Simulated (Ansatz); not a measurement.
The first iterations of a band of C$_{4}$H$_{7}$FTe (13 atoms, charge 0, multiplicity 1).

Theory: RKS PBE-D4/def2-SVP in Ansatz.

```yaml
movable_images: 5
climbing_image: yes
spring: 5.0 eV/Å²
optimiser: quadratic models (default)
start_path: IDPP
force_threshold: 0.03 eV/Å
iteration_limit: 60
end_points: relaxed
```

First end point:

```xyz
13
Properties=species:S:1:pos:R:3
C 0.351 -3.164 -0.240
C 0.567 -1.842 -0.345
F 1.786 -1.320 -0.089
Te -0.866 -0.402 -1.004
C -0.206 1.105 0.458
C -0.523 2.522 0.000
H 1.185 -3.841 0.002
H -0.653 -3.578 -0.397
H -0.692 0.855 1.420
H 0.882 0.923 0.547
H -1.613 2.688 -0.128
H -0.170 3.255 0.755
H -0.028 2.764 -0.962
```

Last end point:

```xyz
13
Properties=species:S:1:pos:R:3
C 0.040 -3.190 0.054
C -0.208 -1.912 0.380
F -0.090 -1.489 1.658
Te -0.908 -0.405 -0.963
C 0.357 1.155 -0.063
C -0.197 2.550 -0.312
H 0.291 -3.920 0.840
H -0.006 -3.517 -0.993
H 0.373 0.891 1.012
H 1.373 1.024 -0.480
H -1.215 2.672 0.111
H 0.458 3.311 0.163
H -0.248 2.795 -1.393
```

| iteration | highest image above the first end (eV) | largest band force component (eV/Å) |
| --- | --- | --- |
| 1 | 0.199 | 1.294 |
| 2 | 0.052 | 0.590 |

Q: Does the band converge within its limit, and where does its top end?

A: It converged. It ended after 6 iterations with the highest image 0.032 eV above the first end. A vibrational analysis at the climbing image gives one clearly imaginary mode, 49i cm⁻¹: a first-order saddle point.

The run took 86 s on 2 threads of Arm Neoverse V2, with other jobs on the host, peak memory 0.18 GiB.
